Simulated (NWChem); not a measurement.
Molecule: TiOF₂; SMILES [O]=[Ti]([F])[F]

Program: NWChem. The geometry was optimised at PBE0/def2-SVP. Ions are spin-unrestricted doublets at the neutral geometry; other ion states weren't tried.

Question: Estimate the computed values for M06-2X/def2-SVP. Quantities: −ε(HOMO) (eV).

Answer: The −ε(HOMO) (eV) comes out as 11.35.
